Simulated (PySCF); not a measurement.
BiF$_{2}$, charge +1, singlet, at a GFN2-xTB geometry (such geometries of metal compounds can be far from the true shape) (core potentials on Bi). Base run: B3LYP/def2-SVP in PySCF.

Input for PySCF:
```python
from pyscf import gto, scf, dft

mol = gto.Mole()
mol.atom = '''
    Bi    0.21401065    0.09550529    0.08737795
    F    -1.10376564    0.60339354   -1.25736162
    F    -0.86988811   -1.48416454    0.45154277
'''
mol.basis = 'def2-svp'
mol.ecp = {'Bi': 'def2-svp'}
mol.charge = 1
mol.verbose = 4
mol.build()

mf = dft.RKS(mol)
mf.xc = 'b3lyp'
mf.kernel()
```

The base run was repeated with changes; each row names its change, and settings that it needs were set with it.

| change | basis functions | E (Eh) | HOMO (eV) | HOMO-LUMO gap (eV) |
|---|---|---|---|---|
| base | 54 | -413.93672 | -16.70 | 5.73 |
| basis = x2c-TZVPall; relativity = spin-free X2C (without mol.ecp = {'Bi': 'def2-svp'}) | 145 | -21740.02112 | -16.97 | 5.86 |
| basis = jorge-DZP-DKH; relativity = spin-free X2C (without mol.ecp = {'Bi': 'def2-svp'}) | 93 | -21553.46814 | -16.74 | 4.75 |
| basis = x2c-SVPall; relativity = none (without mol.ecp = {'Bi': 'def2-svp'}) | 90 | -17337.74083 | -13.96 | 3.14 |
| basis = x2c-SVPall; relativity = spin-free X2C (without mol.ecp = {'Bi': 'def2-svp'}) | 90 | -21738.49429 | -16.71 | 5.72 |
| basis = jorge-DZP-DKH; relativity = none (without mol.ecp = {'Bi': 'def2-svp'}) | 93 | -16952.22336 | -14.04 | 3.29 |
| basis = x2c-TZVPall; relativity = none (without mol.ecp = {'Bi': 'def2-svp'}) | 145 | -19407.64719 | -15.94 | 5.29 |
| basis = x2c-SVPall; relativity = spin-free X2C; nucleus = Gaussian (with mol.nucmod = 'G'; without mol.ecp = {'Bi': 'def2-svp'}) | 90 | -21733.82870 | -16.71 | 5.72 |
| basis = x2c-TZVPall; relativity = spin-free X2C; nucleus = Gaussian (with mol.nucmod = 'G'; without mol.ecp = {'Bi': 'def2-svp'}) | 145 | -21735.31875 | -16.97 | 5.86 |
| basis = jorge-DZP-DKH; relativity = spin-free X2C; nucleus = Gaussian (with mol.nucmod = 'G'; without mol.ecp = {'Bi': 'def2-svp'}) | 93 | -21549.68990 | -16.74 | 4.75 |

Absolute energies of different levels of theory aren't comparable as measures of quality.

Basis sets contracted for a relativistic Hamiltonian are a mismatch without it, so the rows without relativity aren't non-relativistic limits. No row has spin-orbit coupling; sets with core potentials leave out the core electrons.
